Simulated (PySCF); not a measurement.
**Radial density of Au⁶¹⁺ (gold, charge +61)**

MN15, [Ar], closed-shell 1S. Computed with PySCF 2.14 in an uncontracted even-tempered set (17 s from 17 bohr⁻², ratio 2.5; 12 p from 23 bohr⁻², ratio 2.5; 4 d from 92 bohr⁻², ratio 2.7; 4 f from 140 bohr⁻², ratio 2.7), with the spin-free X2C one-electron Hamiltonian (Gaussian nucleus).

| r (bohr) | 4πr²ρ (e/bohr) |
| --- | --- |
| 0.0131 | 109.6 |
| 0.0220 | 96.37 |
| 0.0369 | 124.8 |
| 0.0621 | 118.1 |
| 0.104 | 52.57 |
| 0.176 | 57.58 |
| 0.296 | 7.138 |
| 0.497 | 0.02614 |

Densities and radii are taken from the X2C orbitals without a picture-change correction, which distorts them close to the nucleus.

Spin-orbit coupling, which splits the p, d and f shells strongly at this Z, is absent.
